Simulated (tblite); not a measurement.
C6H13NOSi.
Structure used (GFN2-xTB), in Å, numbered top down from 1:
```xyz
22
C6H13NOSi angstrom
C     -3.0363   -1.1388   -0.9815
O     -2.4645    0.1400   -1.0834
C     -1.2821    0.3552   -0.4317
C     -0.5937   -0.5041    0.3116
C      0.7041   -0.0569    0.9259
C      1.8561   -0.9576    0.4701
N      3.0589   -0.6574    1.2281
Si     0.8658    1.7708    0.3818
C     -0.7586    1.7532   -0.6094
H     -3.9423   -1.1147   -1.5849
H     -3.2936   -1.3776    0.0560
H     -2.3603   -1.9093   -1.3675
H     -0.9063   -1.5212    0.4907
H      0.6462   -0.1597    2.0146
H      1.6041   -2.0050    0.6695
H      1.9877   -0.8491   -0.6212
H      3.3171    0.3154    1.0945
H      3.8313   -1.2305    0.9047
H      2.0246    2.0234   -0.4854
H      0.8658    2.7162    1.5003
H     -0.6341    1.9635   -1.6719
H     -1.5002    2.4634   -0.2438
```

Level: GFN2-xTB in tblite, geometry and Hessian alike; calculated harmonic values, unscaled, isolated species. This tight-binding method is rough: wavenumbers can miss measured ones by several per cent, in bad cases by 10 to 20. Modes of hydrogen on silicon can be 10 to 20 % off. One conformer, not necessarily the lowest.

Harmonic wavenumbers (cm⁻¹): 40.5, 79.2, 103.4, 147.0, 188.8, 222.4, 236.9, 275.7, 350.3, 356.7, 402.0, 457.7, 471.4, 490.6, 536.8, 628.8, 653.7, 702.0, 747.1, 776.9, 783.1, 805.2, 889.3, 908.3, 978.0, 1027.6, 1046.7, 1074.7, 1094.2, 1124.2, 1126.3, 1135.2, 1157.6, 1165.3, 1222.9, 1226.8, 1243.4, 1284.0, 1305.2, 1362.6, 1401.4, 1461.9, 1468.6, 1489.3, 1499.4, 1561.1, 1726.0, 2213.6, 2257.2, 2801.9, 2920.2, 2922.1, 2932.9, 2940.1, 2972.3, 2996.1, 3022.7, 3086.1, 3377.0, 3409.3.

A = 2399, B = 837.0, C = 652.5 MHz; mass 143.077 u (most abundant isotopes); point group C1, symmetry number 1.

Question: What is the zero-point energy?

Answer: Half the sum of the wavenumbers: 39144 cm⁻¹ = 468.26 kJ/mol.

Question: Give the ideal-gas entropy at 350 K and 1 bar in the rigid-rotor, harmonic-oscillator model (classical rotation).

Answer: Translation 174.09, rotation 127.04, vibration 159.85: S = 461.0 J/(mol K).

Question: And Cp and H(350 K) − H(0)?

Answer: Cp = 208.05 J/(mol K), of which vibrations give 174.79 (their classical limit is 60 R = 498.9); H(350 K) − H(0) = 41.66 kJ/mol without the zero-point energy, 30.02 from vibrations.

Question: Which modes carry the vibrational entropy at 350 K?

Answer: 40.5 cm⁻¹: 23.23; 79.2 cm⁻¹: 17.68; 103.4 cm⁻¹: 15.49; 147.0 cm⁻¹: 12.63; 188.8 cm⁻¹: 10.63; 222.4 cm⁻¹: 9.34 J/(mol K); the other 54 give 70.85 together.

Question: Blend soft modes into free rotors: weight 1/[1 + (100 cm⁻¹/ν̃)⁴] for the oscillator and the rest for a rotor with moment μB/(μ + B), μ = h/(8π²ν), B = 10⁻⁴⁴ kg m². What vibrational entropy results?

Answer: 148.55 J/(mol K) in place of 159.85, which changes −T·S at 350 K by +3.96 kJ/mol.

Hindered rotation and anharmonicity are outside this model. Other conformers, if any are populated, would add a mixing term that is left out. The structure is chiral; the term R ln 2 for an equal mix with its mirror image is left out.

Hardware: Arm Neoverse N1, one thread, shared host with 64 logical CPUs at a one-minute load of 59. Cost: 1.7 s wall. This covers the Hessian and the dipole derivatives.
